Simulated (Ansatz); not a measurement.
Reaction (substitution at a C–C bond): `CNC(C)N` + `[SiH3]N[AsH2]` → `C[AsH]N[SiH3]` + `CNCN`

Isolated molecules relaxed with PBE0-D4/def2-TZVP in Ansatz; ΔE leaves out vibrations. CCSD(T)/CBS adds triple-zeta CCSD(T) − MP2 to the extrapolated MP2 energy (def2 sets, frozen cores). DFT in def2-TZVPP. For As outer-core shells are correlated without core-valence functions, which leaves a few kJ/mol of doubt a bond. Scalar relativity is left out up to krypton. Each species was taken in one conformer, which may not be the lowest.

Is it downhill or uphill in electronic energy at CCSD(T)/CBS, and by how much? (An estimate is asked.)

Computed: Downhill: ΔE = -0.10 eV.

What do these levels give: CAM-B3LYP-D4, r2SCANh, r2SCAN0, CCSD(T)/def2-SVP, SCS-MP2/def2-TZVPP, CCSD(T)/def2-TZVPP? (Best estimate.)

The calculation gave: CAM-B3LYP-D4 -0.09, r2SCANh -0.11, r2SCAN0 -0.10, CCSD(T)/def2-SVP 0.07, SCS-MP2/def2-TZVPP -0.13, CCSD(T)/def2-TZVPP -0.12 eV.

Largest T1 diagnostic among the species: 0.011.

At CCSD(T), def2-SVP lies +0.18 eV from the extrapolated value and def2-TZVPP −0.01 eV. Leaving LDA and LC-ωPBE aside and taking each functional with its dispersion term where it has one, the values, not all of them listed here, spread over 0.08 eV, from BLYP-D4 to B97M-V. LDA lies +0.11 eV from PBE without D4.
